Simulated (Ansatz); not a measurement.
Geometry optimisation, DFT PBE, scalar-relativistic, plane waves, PAW (Ansatz 0.2.0).

input.yaml

```yaml
crystal:
  lattice:
    - [0.0, 5.43, 5.43]
    - [5.43, 0.0, 5.43]
    - [5.43, 5.43, 0.0]
  atoms:
    - { symbol: Si, position: [0.0, 0.0, 0.0] }
    - { symbol: Si, position: [0.125, 0.125, 0.125] }
    - { symbol: Si, position: [0.0, 0.0, 0.5] }
    - { symbol: Si, position: [0.125, 0.125, 0.625] }
    - { symbol: Si, position: [0.0, 0.5, 0.0] }
    - { symbol: Si, position: [0.125, 0.625, 0.125] }
    - { symbol: Si, position: [0.0, 0.5, 0.5] }
    - { symbol: Si, position: [0.125, 0.625, 0.625] }
    - { symbol: Si, position: [0.5, 0.0, 0.0] }
    - { symbol: Si, position: [0.625, 0.125, 0.125] }
    - { symbol: Si, position: [0.5, 0.0, 0.5] }
    - { symbol: Si, position: [0.625, 0.125, 0.625] }
    - { symbol: Si, position: [0.5, 0.5, 0.0] }
    - { symbol: Si, position: [0.625, 0.625, 0.125] }
    - { symbol: Si, position: [0.5, 0.5, 0.5] }
    - { symbol: Si, position: [0.625, 0.625, 0.625] }
    - { symbol: Cu, position: [0.26126623, 0.24921423, 1.23683957], spin: 1.0 }
magnetization:
  spin_polarized: true
basis:
  ecutwfc: 420.0
kpoints:
  mp_grid: { grid: [2, 2, 2] }
hamiltonian:
  xc: pbe
  pseudopotentials: { kind: paw, azcp: { folder: soft_1 } }
scf:
  occupations: { method: gaussian, width: 0.05 }
  lower_state_search: "off"
relax:
  f_tol: 0.03
  max_steps: 60
  adjacent_minimum: "off"
```

Command:

```bash
$ ansatz run input.yaml --threads 2 --pin off --max-ram 5120MiB --backend cpu --events-out ev --progress --plain --runs-dir out
```

Question: Where does it end, and by what steps?

Answer: The forces met the threshold. Limits of this set-up: coarse k mesh. After 3 steps the energy has fallen by 0.071 eV; Cu17 moved furthest, 0.06 Å.

```json
{"step": "0", "energy less start (eV)": "0.0000", "largest force component (eV/Å)": "0.658", "accepted": "yes"}
{"step": "1", "energy less start (eV)": "-0.0575", "largest force component (eV/Å)": "0.262", "accepted": "yes"}
{"step": "2", "energy less start (eV)": "-0.0689", "largest force component (eV/Å)": "0.076", "accepted": "yes"}
{"step": "3", "energy less start (eV)": "-0.0708", "largest force component (eV/Å)": "0.007", "accepted": "yes"}
```

```xyz
17
Lattice="0.0000 5.4300 5.4300 5.4300 0.0000 5.4300 5.4300 5.4300 0.0000" Properties=species:S:1:pos:R:3
Si -0.018 -0.005 0.015
Si 1.333 1.335 1.336
Si 2.710 2.710 -0.010
Si 4.078 4.080 1.351
Si 2.716 -0.009 2.712
Si 4.092 1.336 4.095
Si 5.439 2.711 2.719
Si 6.788 4.074 4.072
Si -0.010 2.719 2.715
Si 1.327 4.101 4.102
Si 2.708 5.440 2.722
Si 4.075 6.787 4.073
Si 2.714 2.720 5.439
Si 4.078 4.079 6.781
Si 5.434 5.433 5.426
Si 6.787 6.787 6.785
Cu 8.118 8.135 2.739
```

Run time: 96 s on 2 threads of AMD EPYC (Zen 3), with other jobs on the host, peak memory 0.77 GiB.
